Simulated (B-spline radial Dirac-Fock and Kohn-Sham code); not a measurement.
F⁺: scattering cross sections and density moments

System: fluorine as F⁺ in the configuration [He] 2s2 2p4.

Input file task.json (cfg lists n, l and occupation; rrms is the nuclear radius in fm):

```json
{"items": [{
  "Z": 9,
  "q": 1,
  "cfg": [[1, 0, 2], [2, 0, 2], [2, 1, 4]],
  "A": 19,
  "rrms": 2.8976,
  "do": ["scatter"],
  "s": [0.0, 0.05, 0.1, 0.15, 0.2, 0.25, 0.3, 0.35, 0.4, 0.45, 0.5, 0.6, 0.7, 0.8, 0.9, 1.0, 1.1, 1.2, 1.4, 1.6, 1.8, 2.0, 2.5, 3.0, 3.5, 4.0, 5.0, 6.0],
  "pz": [0, 0.1, 0.2, 0.3, 0.4, 0.5, 0.6, 0.8, 1.0, 1.2, 1.4, 1.6, 1.8, 2.0, 2.5, 3.0, 4.0, 5.0, 7.0, 10.0, 15.0, 20.0, 30.0, 40.0, 60.0, 100.0],
  "hv_scatter": [10000, 17479.3, 20000, 30000, 100000, 200000, 500000, 1000000]
}]}
```

Launch: `python xray_run.py task.json out`

Method: Dirac-Fock densities. Computed with a radial atomic solver.

```
Sum of ⟨r⟩                          : 6.163 bohr
Sum of ⟨r²⟩                         : 7.115 bohr²
Sum of ⟨1/r⟩                        : 25.816 per bohr
Langevin diamagnetic susceptibility : -5.63 × 10⁻⁶ cm³/mol
Lamb shielding (α²/3)Σ⟨1/r⟩         : 458.2 ppm
```

Coherent scattering is the Thomson cross section weighted by f₀², without anomalous dispersion; incoherent scattering is Klein-Nishina weighted by S. The Lamb formula is the non-relativistic shielding expression. Electron correlation is left out.

```csv
hν (keV),coherent (b),incoherent (b),incoherent per electron (b)
10,8.828,3.191,0.399
17.4793,4.112,3.832,0.479
20,3.394,3.947,0.493
30,1.825,4.190,0.524
100,0.2128,3.863,0.483
200,0.05555,3.231,0.404
500,0.009015,2.310,0.289
1000,0.002259,1.689,0.211
```

Incoherent scattering overtakes coherent scattering between 17.4793 and 20 keV.
